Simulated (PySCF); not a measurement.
Computed shifts of a molecule C2H4F2Si2, PBE/pcSseg-1 in PySCF, GIAO, gas phase, atoms alike by connectivity averaged where their shifts nearly agree, in ppm (number of nuclei): ¹³C: 109.5 (1), 85.4 (1). ²⁹Si: 4.3 (1), -13.5 (1). ¹⁹F: -252.3 (1), -295.4 (1). ¹H: 6.06 (1), 5.82 (1), 5.81 (1), 3.12 (1). References: ¹³C against TMS (σ = 182.0 ppm); ²⁹Si against TMS (σ = 335.4 ppm); ¹⁹F against CFCl3 (σ = 133.6 ppm); ¹H against TMS (σ = 31.49 ppm), references at their B3LYP-D3(BJ)/def2-TZVP geometries, non-relativistic. Geometry optimised at B3LYP-D3(BJ)/def2-SVP. One conformer was computed; it need not be the lowest.

### Question
Which molecule gave these data?
A. F[SiH2]C#C[SiH2]F
B. C#C[Si@H](F)[SiH2]F
C. C#C[Si](F)(F)[SiH3]
D. FC1=C[SiH2][Si@H]1F

### Answer
B, C#C[Si@H](F)[SiH2]F
